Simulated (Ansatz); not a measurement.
Ansatz (an electronic-structure program) input:

Ansatz 0.2 input:
```yaml
crystal:
  periodic: [false, false, false]
  atoms:
    - {symbol: Si, position_ang: [-0.13785891, 0.53589280, -0.00066276]}
    - {symbol: C, position_ang: [-1.76600863, -0.29174834, 0.19119122]}
    - {symbol: C, position_ang: [1.39454564, -0.57199504, -0.11983613]}
    - {symbol: Br, position_ang: [0.15828067, 1.92451303, 1.73790555]}
    - {symbol: Br, position_ang: [-0.20577997, 1.80613293, -1.84937430]}
    - {symbol: H, position_ang: [-2.37607917, -0.55942265, -0.65265307]}
    - {symbol: H, position_ang: [-2.18789230, -0.50876643, 1.15589746]}
    - {symbol: H, position_ang: [1.32434642, -1.23932966, -0.97385893]}
    - {symbol: H, position_ang: [1.50458562, -1.17772494, 0.77492619]}
    - {symbol: H, position_ang: [2.29660035, 0.02561295, -0.23385064]}
basis:
  gaussian:
    orbitals: def2-TZVP
hamiltonian:
  xc: b3lyp
  dispersion: d3bj
magnetization: {spin_polarized: true, initial_magnetization: 1}
relax: {f_tol: 0.002, max_steps: 150}
```

**Question.** Predict the final energy.

**Answer.** -5517.22904 Eh (B3LYP-D3(BJ)/def2-TZVP). The basis has 225 functions.

It need not be the lowest isomer of its formula.
